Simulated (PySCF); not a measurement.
SnH₂FBr, SMILES [F][SnH2][Br].

Geometry: PBE-D3(BJ)/def2-SVP. The def2 effective core potentials stand for the cores of Sn; spin–orbit coupling is left out.

These are PySCF with PBE/def2-TZVPD values and carry that method's errors.

Symmetry labels are those of the subgroup Cs that the program uses (full group Cs).

List the valence orbital energies around the gap with their symmetry. (Estimate from the structure and the level; the computed values follow.)


| orbital | symmetry | energy (eV) |
|---|---|---|
| HOMO−7 | A' | -13.47 |
| HOMO−6 | A' | -9.93 |
| HOMO−5 | A" | -9.71 |
| HOMO−4 | A' | -9.45 |
| HOMO−3 | A" | -8.53 |
| HOMO−2 | A' | -8.50 |
| HOMO−1 | A' | -7.48 |
| HOMO | A" | -7.34 |
| LUMO | A' | -2.73 |
| LUMO+1 | A' | -1.82 |
| LUMO+2 | A' | -1.22 |
| LUMO+3 | A' | -0.09 |
